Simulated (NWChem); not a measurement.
CHCl2, doublet; SMILES [CH](Cl)Cl

```xyz
4

Cl    -0.1739     0.0078     1.4704
C      0.6810     0.0424     0.0000
Cl    -0.1739     0.0078    -1.4704
H      1.6975    -0.3554     0.0000
```
Atoms are numbered in this order, from 1.

All runs: NWChem. Spin-unrestricted. In the optimisation the excess spin sits in a' (Cs, its own frame). Coordinates come from a PBE0/def2-SVP, spin-unrestricted optimisation. No stability test was run on the SCF state. Level: PBE/def2-SVP with SMD (1 M gas to 1 M solution), gas-phase geometry. Reactions with the solvent are ignored.

For solvent dimethyl sulfoxide:

* **cavity-dispersion-structure term (kcal/mol)**: 0.5
* **dipole in solution (D)**: 1.04

Task: What are these values for solvent n-hexane?

Result: The cavity-dispersion-structure term (kcal/mol) is -1.2 and the dipole in solution (D) is 0.89.
